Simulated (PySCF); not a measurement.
CaHO, SMILES [Ca][OH], multiplicity 2.

The structure is a stationary point at PBE-D3(BJ)/def2-TZVPD.

These are PySCF 2.14.0 with IEF-PCM-B3LYP/def2-TZVPD values and carry that method's errors.

The values are the electrostatic part of the solvation free energy, E(continuum) − E(gas) at the gas-phase geometry, in a cavity of scaled van der Waals radii (PySCF's table); cavitation and dispersion terms are not included. A continuum can't describe solvent molecules that bind to the metal. The dipole moment in vacuum is 1.12 D.

| solvent | ε | ΔG(elec) (kcal/mol) | dipole (D) |
|---|---|---|---|
| water | 78.36 | -4.8 | 2.22 |
| n-hexane | 1.88 | -1.6 | 1.39 |
| diethylether | 4.24 | ___ | ___ |

Problem. What belongs in the gaps? (The exact figures need the calculation; the answer reports its results.)

Solution. 
- diethylether, ΔG(elec) (kcal/mol): -3.2
- diethylether, dipole (D): 1.72
